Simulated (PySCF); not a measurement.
# RhCl₃: from structure and modes to constants

Method: UPBE0/[Rh def2-SVP with ECP28, Cl def2-SVP], scalar-relativistic core potentials, density fitting, no spin–orbit coupling, PySCF.

The triplet minimum has C2v symmetry. Masses (u): Rh 102.90550, Cl 34.96885.

```xyz
4
charge 0 multiplicity 3, angstrom
Rh    0.0000    0.0000   -0.2127
Cl    0.0000    0.0000    1.9864
Cl    2.1524    0.0000   -0.6799
Cl   -2.1524    0.0000   -0.6799
```

Harmonic wavenumbers (cm⁻¹): 93.0 (×1), 108.7 (×1), 113.7 (×1), 350.2 (×1), 399.5 (×1), 434.1 (×1).

(1) Find the principal moments of inertia and the rotational constants. What kind of rotor is it?

(2) Find the vibrational entropy and heat capacity at 298.15 K.

(3) Give the standard entropy (298.15 K, 1 bar) by its translational, rotational, vibrational and spin parts, and Cp.

## Answers

(1) About the centre of mass I = 174.97, 324, 498.96 u Å². With B = 16.8576/I this gives 0.09635, 0.05203, 0.03379 cm⁻¹. The molecule is an asymmetric top with κ = -0.42.

(2) With u = 1.43878 ω/T, each mode gives S = R[u/(eᵘ−1) − ln(1−e⁻ᵘ)] and C = R u² eᵘ/(eᵘ−1)².
```json
{"ω (cm⁻¹)": "93.0", "u": "0.449", "S (J/(mol K))": "15.04", "C (J/(mol K))": "8.18"}
{"ω (cm⁻¹)": "108.7", "u": "0.525", "S (J/(mol K))": "13.77", "C (J/(mol K))": "8.13"}
{"ω (cm⁻¹)": "113.7", "u": "0.549", "S (J/(mol K))": "13.41", "C (J/(mol K))": "8.11"}
{"ω (cm⁻¹)": "350.2", "u": "1.690", "S (J/(mol K))": "4.88", "C (J/(mol K))": "6.59"}
{"ω (cm⁻¹)": "399.5", "u": "1.928", "S (J/(mol K))": "4.04", "C (J/(mol K))": "6.16"}
{"ω (cm⁻¹)": "434.1", "u": "2.095", "S (J/(mol K))": "3.54", "C (J/(mol K))": "5.84"}
```
The sums over all modes are S = 54.7 and C = 43.0 J/(mol K); the softest mode gives 28 % of the entropy.

(3) Sackur–Tetrode with M = 207.81 u gives 175.4; rotation with symmetry number 2 gives 114.1; vibration 54.7; spin R ln 3 = 9.1. The total is 353.3 J/(mol K), and Cp = 4 R + 43.0 = 76.3 J/(mol K).

The spin densities have lower symmetry than the nuclear frame, so modes carry no symmetry labels. Other isomers or separated fragments may lie lower. Other spin states or occupations of the open shell can lie lower.
